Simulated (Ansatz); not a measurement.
The Al1–H2 bond of AlH5Si (SMILES [AlH2][SiH3]) is stretched (multiplicity 1, the rest rigid).
Geometry at rest (charge 0, multiplicity 1):
| atom | x (Å) | y (Å) | z (Å) |
|---|---|---|---|
| Al | 0.0339 | -0.6045 | -1.1593 |
| H | -1.2881 | -0.7373 | -2.0206 |
| H | 1.3858 | -1.1878 | -1.7414 |
| Si | -0.0279 | 0.5276 | 1.0239 |
| H | -0.0393 | 2.0039 | 0.8270 |
| H | 1.1451 | 0.2081 | 1.8784 |
| H | -1.2539 | 0.1849 | 1.7925 |

Cores are frozen in the correlated methods.

Codes used: Ansatz (a quantum-chemistry and plane-wave program). 

Energies above the point at 1.583 Å (the B3LYP-D3(BJ) bond length), FIC-MRCISD+Q on CASSCF(2,2)/cc-pV(T+d)Z (kcal/mol): 4.85 at 1.425 Å; 3.09 at 1.742 Å; 85.17 at 5.067 Å.

Take the last value as the depth D of a Morse curve D(1 − e^(−a(R − R₀)))², fit a and R₀ to the two near points, and test it at 2.138 and 2.771 Å.


With D = 85.2, both near points (counted from the curve's value at 1.583 Å) are met by a = 1.34 Å⁻¹ and R₀ = 1.584 Å, so k = 2Da² = 308 kcal/(mol Å²). The curve then gives 23.4 and 54.1 kcal/mol; the level itself gives 24.1 and 58.4, so Morse is off by -0.6 and -4.3.
